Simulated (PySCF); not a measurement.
A calculated (LDA, PySCF 2.14, 6-31G*, the non-relativistic Hamiltonian (point nucleus)) atom or ion has these occupied shells.

```
shell  electrons  orbital energy (eV)  rms radius, mean of both spins (bohr)
 1s α          1              -2080.0                                  0.121
 1s β          1              -2079.8                                  0.121
 2s α          1              -182.76                                  0.569
 2s β          1              -182.46                                  0.569
 2p α          3              -135.17                                  0.544
 2p β          3              -134.80                                  0.544
 3s α          1              -23.948                                   1.97
 3s β          1              -22.056                                   1.97
 3p α          2              -14.921                                   2.29
```

Name the element and its charge.

P⁺ (phosphorus, charge +1), in [Ne] 3s2 3p2, high-spin 3P determinant.
